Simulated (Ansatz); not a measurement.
Two isomers of C2H4OSi: A = `C#C[SiH2]O`, B = `C=C1O[SiH2]1`.

Isolated molecules relaxed with PBE0-D4/def2-TZVP in Ansatz; ΔE leaves out vibrations. CCSD(T)/CBS is the MP2 limit (def2-TZVPP, def2-QZVPP) plus CCSD(T) − MP2 in def2-TZVPP, frozen cores. Functionals use def2-TZVPP. B3LYP here is the variant with VWN-RPA as its local correlation; programs differ in this. Each species was taken in one conformer, which may not be the lowest.

(1) Which isomer does CCSD(T)/CBS put lower? Give the gap. (An estimate is asked.)

(2) Give E(B) − E(A) in kcal/mol with B3LYP-D4, PBE-D4, PBE0-D4, B3LYP, CCSD(T)/def2-SVP, LDA (SPW92), ωB97M-V. (Estimate.)

(3) Does the order hold for the free energy at 298.15 K (harmonic terms from PBE0-D4)? (Estimate.)

Largest T1 diagnostic: 0.016.

Results:

(1) Ansatz gave: A, by 28.4 kcal/mol.

(2) Ansatz gave: B3LYP-D4 24.4, PBE-D4 16.7, PBE0-D4 19.8, B3LYP 24.7, CCSD(T)/def2-SVP 24.8, LDA (SPW92) 12.7, ωB97M-V 24.8. None reverses the order clearly.

(3) The calculation gave: Yes: G(B) − G(A) = +30.2 kcal/mol, for one conformer each.

From r2SCAN to r2SCAN0 (25 % exact exchange), in def2-TZVPP and without D4, E(B) − E(A) moves by +1.9 kcal/mol. At CCSD(T), def2-SVP lies −3.6 kcal/mol from the extrapolated value and def2-TZVPP −0.5 kcal/mol.
